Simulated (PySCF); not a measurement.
Correlation energy of Cu (copper, neutral)

[Ar] 3d10 4s1, 2S determinant. All numbers are calculated (PySCF 2.14, no relativity, point nucleus, in def2-TZVPPD (6s6p4d2f1g, 67 functions)). Frozen: [Ne]; 19 electrons correlated.

| level | correlation energy (mhartree) |
| --- | --- |
| CCSD | -723.95 |
| (T) | -20.18 |
| CCSD(T) | -744.13 |

Diagnostics: T1 = 0.020, D1 = 0.0652, largest double amplitude 0.022.

Question: Is a single reference adequate?

Answer: Yes: T1 lies below 0.03 and no double amplitude reaches 0.07.

This basis was not built for core-valence correlation, so the inner-shell part is incomplete.
